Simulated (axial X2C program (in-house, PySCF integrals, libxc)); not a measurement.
# HfTe⁻: properties at the nuclei

Computed with an axial X2C code built on PySCF integrals: two-component X2C with atomic mean-field Coulomb and Gaunt terms, Gaussian nuclei, basis Hf dyall-acv3z, Te dyall-acv3z with contracted cores.

R = 2.618 Å (near the PBE0 minimum at charge -1 of the determinant lowest at the starting distance; the state shown can have its own minimum elsewhere).

Determinant lowest in the PBE0 search, Ω = 3/2 (⟨Sz⟩ = -0.48, ⟨Lz⟩ = 1.98 at PBE0), spin on the atoms Hf -0.55, Te 0.07:

| level | Eeff magnitude (GV/cm) | Ws magnitude Hf (kHz) | A∥/gI Hf (MHz) | qzz Hf (a.u.) | A∥/gI Te (MHz) | qzz Te (a.u.) |
| --- | --- | --- | --- | --- | --- | --- |
| PBE0 | 15.6 | 9.9 | 166 | -3.56 | -11.3 | -1.63 |
| HF | 49.7 | 33.5 | -111 | -3.83 | -31.4 | -1.94 |
| LDA | 4.27 | 2.78 | 430 | -2.72 | 8.98 | -1.50 |
| PBE | 8.96 | 5.59 | 303 | -3.12 | -1.68 | -1.53 |
| TPSSh | 14.5 | 9 | 129 | -3.57 | -6.07 | -1.59 |

Eeff is the effective electric field on the electron electric dipole moment in this Ω state and Ws the scalar–pseudoscalar constant of the nucleus named (defined with the proton number Z and per Ω); A∥ (defined per Ω) follows by multiplying with gI = μI/(I μN); qzz is the electric field gradient, eQq0 = 234.96 MHz × Q/barn × qzz. The operators were transformed with the bare-nucleus X2C matrices; with these basis sets, hyperfine constants and field gradients can be off by tens of per cent, and where levels differ in sign neither size nor sign is settled.

(1) With Q(177Hf) = 3.365 barn (Q from Pyykkö, Mol. Phys. 2018), turn the PBE0 values of the first state into constants in MHz.

Each state is one determinant with collinear spin. Unrestricted Hartree–Fock can overshoot spin polarisation at the nuclei. For an anion, determinants above electron detachment, or with a positive highest level, are held by the basis set. Where Eeff spreads by more than a factor of two the levels disagree and none is to be relied on. States lie within half an eV, so the first need not be the ground state. Further determinants of the search, some of them spin-mixed, are not shown. Where a field gradient or hyperfine factor spreads by more than a factor of two over the levels, a constant derived from it is not to be relied on.

Answers

(1) eQq0(177Hf) = 234.96 × (3.365) × (-3.56) = -2810 MHz.
